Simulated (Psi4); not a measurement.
Internal rotation in SMILES FC(F)(F)[SiH2]CBr (C2H4BrF3Si). Scanned: dihedral C2–Si5–C6–Br7; all other coordinates were relaxed at GFN2-xTB. Points at φ and −φ are mirror images.

Geometry of the scan point at -80° (Å):
```
11

F      2.5019     1.0525     0.2136
C      1.5832     0.0670     0.2017
F      2.0733    -0.8964    -0.5945
F      1.5663    -0.4448     1.4515
Si    -0.1687     0.7374    -0.3306
C     -1.4004    -0.6592     0.0765
Br    -1.3238    -2.0000    -1.3500
H     -0.3925     1.8969     0.5295
H     -0.0853     0.9962    -1.7625
H     -2.4296    -0.3125     0.1087
H     -1.1753    -1.1846     1.0028
```

Computed with DF-MP2 (frozen core)/cc-pVTZ // GFN2-xTB in Psi4.

Scanned values (°): -160, -140, -120, -100, -80, -60, -40, -20, 0, 20, 40, 60, 80, 100, 120, 140, 160, 180.

Describe the profile: where are the wells and the tops?

Lower than their neighbours: -60° (6.6 kJ/mol), 60° (6.6 kJ/mol), 180° (0.0 kJ/mol). Higher than their neighbours: -120° (11.7 kJ/mol), 0° (19.5 kJ/mol), 120° (11.7 kJ/mol). The whole profile spans 19.5 kJ/mol.
